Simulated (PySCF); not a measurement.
Give a PBE0-D3(BJ)/def2-SVP geometry of `C(F)([SiH2]P)F`.

```
atom  x, y, z in Å
F1    -0.822   -1.613   -0.982
C2    -1.331   -0.645   -0.169
F3    -1.579   -1.202    1.044
Si4   -0.036    0.769    0.010
P5     1.822   -0.174    0.883
H6    -2.299   -0.324   -0.599
H7     0.147    1.388   -1.337
H8    -0.582    1.787    0.955
H9     2.075   -0.922   -0.308
H10    2.653    0.917    0.480
```

Any rigid rotation of these coordinates is as good. Atoms count from 1 in this order. P5 (three-coordinate phosphorus) is pyramidal (angles 93.6°, 92.9° and 92.4°, sum 278.9°, 0.87 Å off the plane of its three neighbours). Si4 (SiH2 silicon) is distorted tetrahedral (angles from 106.4° to 114.9°).

Bonds between heavy atoms (Å): F1–C2 1.362, C2–F3 1.357, C2–Si4 1.926, Si4–P5 2.259.

Method: PBE0-D3(BJ)/def2-SVP geometry optimisation, gas phase (PySCF).

Not checked by PBE0-D3(BJ)/def2-SVP frequencies. The numbers are those of one conformer (F1–C2–Si4–P5 -59°, C2–Si4–P5–H 68° and 162°).

On Arm Neoverse N1, one thread, no GPU, shared host with 64 logical CPUs at a one-minute load of 30, this took 33 s wall and 0.42 GiB of memory at its peak. These figures are those of the optimisation.
